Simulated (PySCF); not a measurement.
H$_{4}$Si$_{4}$, SMILES `[SiH2]=[Si]1[SiH]=[SiH]1` (charge 0, multiplicity 1)

Method: PySCF with PBE-D3(BJ)/def2-TZVP // PBE0-D3(BJ)/def2-TZVP.

The HOMO is -4.98 eV and the dipole moment comes out as 3.56 D. The HOMO–LUMO gap is 1.93 eV and the LUMO is -3.05 eV. The total energy comes out as -31557.38 eV. The cost comes out as about 50 core-seconds (a rough figure).

Bonds (Å): Si1–Si2 2.263, Si1–H5 1.511, Si1–H6 1.511, Si2–Si3 2.259, Si2–Si4 2.259, Si3–Si4 2.128, Si3–H7 1.488, Si4–H8 1.488. Bond angles (°): Si2–Si1–H5 95.1, Si2–Si1–H6 95.2, H5–Si1–H6 101.7, Si1–Si2–Si3 146.8, Si1–Si2–Si4 147.0, Si3–Si2–Si4 56.2, Si2–Si3–Si4 61.9, Si2–Si3–H7 149.6, Si4–Si3–H7 148.4, Si2–Si4–Si3 61.9, Si2–Si4–H8 149.5, Si3–Si4–H8 148.5.
Charge 0, spin multiplicity 1.
